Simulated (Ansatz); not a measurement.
Cartesian coordinates in Å:
```
F 2.0437 -0.1549 0.2186
C 0.7638 0.2754 0.1544
Cl 0.5401 1.6826 1.2487
C -0.3359 -0.7450 0.4037
Ga -0.6990 0.4374 -1.1262
H -0.0350 -1.7190 0.0068
H -0.7910 -0.8237 1.3888
H -1.4867 1.0472 -2.2948
```

Charge 0, multiplicity 1.

Problem. List the CAM-B3LYP/def2-TZVPP orbital energies in eV (Ansatz). (Estimate.)

Solution. Ansatz gave: Occupied: -10140.42, -2764.46, -1252.07, -1109.38, -1109.27, -1109.24, -673.66, -282.16, -278.95, -259.20, -198.30, -198.10, -198.07, -152.37, -105.89, -105.59, -105.55, -35.35, -26.14, -25.63, -25.51, -25.47, -25.38, -25.16, -22.27, -18.25, -16.12, -15.35, -14.75, -13.60, -13.16, -11.96, -11.07, -10.41, -9.38, -7.68. Lowest empty: -0.92, 0.49, 0.92, 2.13, 3.15, 3.26, 3.71, 4.12.
